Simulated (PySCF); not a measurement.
NICS in one family of compounds.

Probes without a nucleus sit at each ring's centroid and 1 Å off its mean plane on both sides; NICS is minus the shielding there, NICSzz its component along the normal. Level: GIAO PBE0/pcSseg-1 (PySCF, non-relativistic, gas phase) on the GFN2-xTB geometries, one conformer each. Atom numbers follow the mapped SMILES.

**Question.** Order these rings by mean NICS(1)zz, lowest (most negative) first (ppm).
A. ring C3–C4–C5–C6–O9 in `[H]/[N:8]=[CH:7]/[c:6]1[cH:5][cH:4][c:3]([SiH2:2][CH3:1])[o:9]1`
B. ring C3–C4–C5–C6–O10 in `[CH3:1][SiH2:2][c:3]1[cH:4][cH:5][c:6]([C:7]([CH3:8])=[S:9])[o:10]1`
C. ring C3–C4–C5–C6–O10 in `[CH3:1][SiH2:2][c:3]1[cH:4][cH:5][c:6]([N:7]([CH3:8])[CH3:9])[o:10]1`

**Answer.** A (-25.8), B (-23.3), C (-21.6).

```tsv
SMILES	ring	NICS(0)	NICS(1)	NICS(1)zz	HOMA	rms pucker (Å)	ring atoms with four or more neighbours
[H]/N=C/c1ccc([SiH2]C)o1	5-membered ring with O; formal bonds all aromatic	-10.7	-10.4	-25.8	0.52	0.00	0
C[SiH2]c1ccc(C(C)=S)o1	5-membered ring with O; formal bonds all aromatic	-9.4	-9.8	-23.3	0.53	0.00	0
C[SiH2]c1ccc(N(C)C)o1	5-membered ring with O; formal bonds all aromatic	-10.6	-9.0	-21.6	0.37	0.00	0
```

NICS(0) gives another order. The isotropic NICS(1) gives the same order. HOMA uses Krygowski's 1993 parameters. NICS(1) and NICS(1)zz are means over the two faces.
